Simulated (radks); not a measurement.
Task: The potassium anion K-, [Ar] 4s2, held by a Watson sphere: a shell of charge +1 at radius R that stands for the Madelung well of a crystal (potential energy -1/R inside, -1/r outside, in hartree with lengths in bohr). Calculated with a radial shooting solver on a logarithmic mesh with Libxc functionals: scalar-relativistic Kohn-Sham, r2SCAN, spin-unpolarised, spherical densities, finite nucleus; meta-GGA in the generalised Kohn-Sham scheme; Fermi nuclear charge, rms radius of each element as measured or else 0.836 A^(1/3) + 0.57 fm.

R (bohr)  e(3s) (eV)  e(3p) (eV)  e(4s) (eV)  <r> 4s (bohr)  sum of <r^2> (bohr^2)  X-ray form factor at sin(theta)/lambda = 0.1 1/angstrom
2.19         -40.564     -23.249      -3.675          4.259                  60.89                                                   17.051
2.68         -38.997     -21.731      -3.633          4.325                  62.42                                                   17.008
3.33         -37.691     -20.427      -3.509          4.492                  65.68                                                   16.943
3.53         -37.417     -20.150      -3.458          4.555                  66.92                                                   16.922
3.7          -37.220     -19.949      -3.412          4.611                  68.04                                                   16.905
3.98         -36.951     -19.674      -3.331          4.707                  69.99                                                   16.877

Estimate the row for R = 5.08 bohr.

Result: e(3s) (eV) -36.324; e(3p) (eV) -19.030; e(4s) (eV) -2.993; <r> 4s (bohr) 5.092; sum of <r^2> (bohr^2) 78.41; X-ray form factor at sin(theta)/lambda = 0.1 1/angstrom 16.785.
